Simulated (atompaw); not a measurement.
Varying the PAW (atompaw) potential for Ce (Z = 58)

Base potential:

Ce, PAW, made with atompaw 4.2.0.5 (PBEsol, scalar-relativistic). Core [Kr] 4d10 5s2, reference 4f1 5p6 5d1 6s2 6p0. Waves: 6s (bound): rc 3.00 bohr; 6s channel at 1.65 Ry: rc 3.00 bohr; 5p (bound): rc 2.45 bohr; 6p (bound, empty): rc 3.00 bohr; 5d (bound): rc 2.15 bohr; 5d channel at 0.15 Ry: rc 2.15 bohr; 4f (bound): rc 1.80 bohr; 4f channel at 1.05 Ry: rc 1.80 bohr. Local part: troulliermartins scheme with l = 4 at 0.5 Ry, radius 2.85 bohr. Core correction: smooth core density matched at 1.70 bohr. Augmentation charge: gaussian compensation charge, radius 2.65 bohr; PAW radius 3.00 bohr; waves and projectors: custom polynom2 7 10 vanderbiltortho.

All-electron outer shells of the reference configuration (PBEsol, scalar-relativistic, ld1.x):

```csv
shell,level (eV),outermost node (bohr),outermost maximum (bohr)
4d,-110.40,0.31,0.66
5s,-40.61,0.75,1.37
5p,-23.22,0.81,1.55
4f,-5.42,–,0.71
6s,-3.77,1.82,3.72
5d,-3.07,0.92,2.18
6p,-1.33,2.15,4.84
```

Cutoffs, loose and tight: the cutoffs (Ry, on a coarse ladder) from which the occupation-weighted sum of valence levels, in a spherical-Bessel basis at the reference potential, stays within 10 and 1 mRy of its value at 400 Ry. They see the waves, projectors and local potential, not the compensation charge or the core. A dash means not determined.

A true bound ghost makes a file unfit for plane-wave use even where its test errors are small: the radial tests pick states by their node count and pass the ghost by.

```csv
change,outcome,"cutoff, loose","cutoff, tight",bound ghosts
base,generated,30 Ry,140 Ry,s
"all radii scaled by about 0.78 (s 2.34, p 1.90, d 1.68, f 1.40 bohr); local potential troulliermartins scheme with l = 4 at 0.5 Ry, radius 2.22 bohr; augmentation gaussian compensation charge, radius 2.06 bohr; PAW radius 2.34 bohr; waves and projectors: custom polynom2 7 10 vanderbiltortho; core correction smooth core density matched at 1.32 bohr",generated,300 Ry,over 300 Ry,s
"all radii scaled by about 0.94 (s 2.82, p 2.30, d 2.02, f 1.68 bohr); local potential troulliermartins scheme with l = 4 at 0.5 Ry, radius 2.68 bohr; augmentation gaussian compensation charge, radius 2.48 bohr; PAW radius 2.82 bohr; waves and projectors: custom polynom2 7 10 vanderbiltortho; core correction smooth core density matched at 1.60 bohr",generated,40 Ry,230 Ry,s
"all radii scaled by about 1.09 (s 3.28, p 2.68, d 2.34, f 1.96 bohr); local potential troulliermartins scheme with l = 4 at 0.5 Ry, radius 3.12 bohr; augmentation gaussian compensation charge, radius 2.90 bohr; PAW radius 3.28 bohr; waves and projectors: custom polynom2 7 10 vanderbiltortho; core correction smooth core density matched at 1.86 bohr",generated,30 Ry,80 Ry,s
"all radii scaled by about 1.17 (s 3.50, p 2.86, d 2.52, f 2.10 bohr); local potential troulliermartins scheme with l = 4 at 0.5 Ry, radius 3.34 bohr; augmentation gaussian compensation charge, radius 3.10 bohr; PAW radius 3.50 bohr; waves and projectors: custom polynom2 7 10 vanderbiltortho; core correction smooth core density matched at 1.98 bohr",generated,25 Ry,60 Ry,none
```

(1) What comes out with this change to the base: all radii scaled by about 1.03 (s 3.10, p 2.54, d 2.22, f 1.86 bohr); local potential troulliermartins scheme with l = 4 at 0.5 Ry, radius 2.96 bohr; augmentation gaussian compensation charge, radius 2.74 bohr; PAW radius 3.10 bohr; waves and projectors: custom polynom2 7 10 vanderbiltortho; core correction smooth core density matched at 1.76 bohr?

(2) What comes out with this change to the base: all radii scaled by about 0.86 (s 2.56, p 2.10, d 1.84, f 1.54 bohr); local potential troulliermartins scheme with l = 4 at 0.5 Ry, radius 2.44 bohr; augmentation gaussian compensation charge, radius 2.26 bohr; PAW radius 2.56 bohr; waves and projectors: custom polynom2 7 10 vanderbiltortho; core correction smooth core density matched at 1.46 bohr?

(3) What comes out with this change to the base: all radii scaled by about 1.30 (s 3.90, p 3.18, d 2.80, f 2.34 bohr); local potential troulliermartins scheme with l = 4 at 0.5 Ry, radius 3.70 bohr; augmentation gaussian compensation charge, radius 3.44 bohr; PAW radius 3.90 bohr; waves and projectors: custom polynom2 7 10 vanderbiltortho; core correction smooth core density matched at 2.22 bohr?

Answers

(1) outcome: generated; cutoff, loose: 35 Ry; cutoff, tight: 120 Ry; bound ghosts: s.

(2) outcome: generated; cutoff, loose: 180 Ry; cutoff, tight: over 300 Ry; bound ghosts: s.

(3) outcome: generated; cutoff, loose: 25 Ry; cutoff, tight: 45 Ry; bound ghosts: none.

Reading the sweep of the scale of all radii (base = 1) (base included, trends over the rows without a ghost): Bound ghosts are found at 0.78, 0.86, 0.94, 1, 1.03, 1.09.
